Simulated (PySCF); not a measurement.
All values below come from PBE-D3(BJ)/def2-TZVP // r2SCAN-D4/def2-SVP in PySCF 2.14.0. All species are isolated molecules in the gas phase. 

Reference species: [Ag(CO)(H)] (neutral, multiplicity 1).

- coordination number = 2
- HOMO = -5.89 eV
- dipole moment = 3.40 D
- HOMO–LUMO gap = 2.53 eV

Changed species: [Ag(NH3)(H)] (L = NH3, X = H; the reference has L = CO, X = H).

What does the change do to the coordination number, HOMO, dipole moment and HOMO–LUMO gap?

the coordination number stays essentially unchanged; the HOMO rises by 0.97 eV, to -4.92 eV; the dipole moment increases by 2.98 D, to 6.38 D; the HOMO–LUMO gap increases by 1.11 eV, to 3.64 eV.
